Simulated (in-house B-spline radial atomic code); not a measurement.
Results of a calculation; reference values are marked as such.
## Extrapolating the RPA correlation energy in partial waves: Ag6+

All-electron RPA on PBE0 orbitals from a B-spline radial code for spherical atoms, scalar-relativistic (spin-free one-electron X2C), finite nucleus, configuration [Kr] 4d5, highest spin. With empty states up to angular momentum L the sums are:

```tsv
L	E_c(L) (hartree)
4	-2.660456
5	-2.864241
6	-2.963641
7	-3.016200
```

For large l each further wave adds A/(l + 1/2)⁴, because the basis must build the cusp where two electrons meet.

**Question.** Estimate the limit from L = 6 and L = 7.

**Answer.** Wave 7 adds -0.052559, against a sum of (l + 1/2)⁻⁴ of 3.16049e-04, so A = -166.3. The sum over l > 7 is ζ(4, 8.5) = 6.4602e-04, close to 1/(3 × 8³) = 6.5104e-04. The tail is -0.107434 and the limit -3.12363 hartree.

**Question.** How good is the estimate?

**Answer.** A run to L = 11 sums to -3.08000 and extrapolates to -3.10379 hartree, 1.76 millihartree from the run before, so it has not settled and is itself too deep. The estimate differs from that by -19.84 millihartree, while the bare sum at L = 7 misses 87.6 millihartree (2.8 %).
